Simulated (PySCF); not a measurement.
MoFH5, SMILES [F][MoH5], multiplicity 1.

Coordinates come from a B3LYP-D3(BJ)/def2-TZVP optimisation. A frequency run showed that this geometry is not a minimum. The spin state was assumed, not searched. The def2 effective core potentials stand for the cores of Mo; spin–orbit coupling is left out.

Two levels are set side by side: PBE/def2-TZVPD (PySCF) and ωB97X/def2-TZVPD (PySCF). Same geometry, gas phase. Differences are taken from unrounded values.

| quantity | ωB97X |
|---|---|
| orbital gap (eV) | 8.14 |
| highest occupied level (eV) | -10.39 |
| lowest empty level (eV) | -2.26 |
| dipole moment (D) | 1.10 |
| mean polarisability (bohr³) | 49.8 |

Q: What does PBE give, and how far is it from ωB97X? (Estimate from the structure and the level; the computed values follow.)

A: 
```csv
quantity,PBE,PBE minus ωB97X
orbital gap (eV),0.67,-7.46
highest occupied level (eV),-6.77,3.62
lowest empty level (eV),-6.10,-3.84
dipole moment (D),0.88,-0.22
mean polarisability (bohr³),51.8,2.0
```

Without exact exchange PBE keeps part of each electron's self-repulsion, which lifts occupied levels and narrows the gap. PBE's more diffuse valence density responds more strongly to a field. Differences between two approximate levels are no errors against the true value.

Rough cost on one machine, each run with all the roots and properties that it gave: ωB97X against PBE within a factor of 2.
